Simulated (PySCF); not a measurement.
Si(H)2(F)(OMe) (CH5FOSi), SMILES CO[SiH2]F.

Geometry optimised at B3LYP-D3(BJ)/def2-SVP. Other conformers were not sampled.

These are B3LYP-D3(BJ)/def2-SVP in PySCF values and carry that method's errors.

Frequencies are harmonic and unscaled.

| mode | ν (cm⁻¹) | IR (km/mol) | moving atoms (share of kinetic energy) |
|---|---|---|---|
| 1 | 78 | 3.5 | H 46 %, F 20 %, C 16 %, O 15 % |
| 2 | 97 | 1.9 | H 71 %, F 13 %, C 8 % |
| 3 | 208 | 7.2 | H 32 %, O 31 %, C 24 % |
| 4 | 338 | 19.2 | O 44 %, F 29 %, Si 21 % |
| 5 | 704 | 104.9 | H 67 %, Si 23 % |
| 6 | 759 | 19.6 | H 63 %, Si 12 %, C 10 %, O 10 % |
| 7 | 772 | 20.1 | H 47 %, O 25 %, Si 15 % |
| 8 | 873 | 26.3 | F 48 %, H 29 %, Si 21 % |
| 9 | 958 | 196.7 | H 89 %, Si 10 % |
| 10 | 983 | 285.3 | H 65 %, Si 26 % |
| 11 | 1155 | 167.9 | O 36 %, H 32 %, C 30 % |
| 12 | 1177 | 2.4 | H 76 %, C 19 % |
| 13 | 1217 | 131.8 | H 46 %, O 29 %, C 23 % |
| 14 | 1472 | 5.1 | H 96 % |
| 15 | 1479 | 3.0 | H 88 %, C 10 % |
| 16 | 1479 | 7.1 | H 96 % |
| 17 | 2245 | 121.7 | H 97 % |
| 18 | 2301 | 118.3 | H 97 % |
| 19 | 2996 | 55.5 | H 97 % |
| 20 | 3072 | 37.8 | H 91 %, C 9 % |
| 21 | 3114 | 26.4 | H 90 %, C 10 % |
